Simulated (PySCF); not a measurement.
Ru²⁴⁺: ionisation energy

Ru²⁴⁺ [Ar] 3d2 (3F) → Ru²⁵⁺ [Ar] 3d1 (2D), as a difference of total energies. All numbers are calculated (PySCF 2.14, the non-relativistic Hamiltonian (point nucleus), in an uncontracted even-tempered set (17 s from 2.9 bohr⁻², ratio 2.5; 11 p from 3.8 bohr⁻², ratio 2.5; 8 d from 3.8 bohr⁻², ratio 2.5; 4 f from 13 bohr⁻², ratio 2.7; 3 g from 20 bohr⁻², ratio 2.7)). Correlated levels: outer shells: [Ne] frozen; virtual orbitals above 40 to 60 times the deepest correlated orbital energy dropped. The calculations carry no spin-orbit coupling.

```json
{"method": "UHF", "ionisation energy (eV)": "1186.5"}
{"method": "LDA", "ionisation energy (eV)": "1186.5"}
{"method": "PBE", "ionisation energy (eV)": "1186.8"}
{"method": "PBE0", "ionisation energy (eV)": "1187.1"}
{"method": "r2SCAN", "ionisation energy (eV)": "1188.1"}
{"method": "BP86", "ionisation energy (eV)": "1187.1"}
{"method": "revPBE", "ionisation energy (eV)": "1186.8"}
{"method": "MP2 (outer shells)", "ionisation energy (eV)": "1186.4"}
{"method": "SCS-MP2 (outer shells)", "ionisation energy (eV)": "1186.3"}
```

A first-order spin-orbit estimate (lowest level to lowest level, LS coupling) adds 1.004 eV.

All relativistic terms are absent from these numbers, so their closeness to the reference says little about the methods.

For comparison: 1187 ± 4 eV (theoretical estimate listed by NIST; NIST Atomic Spectra Database, ionization energies).
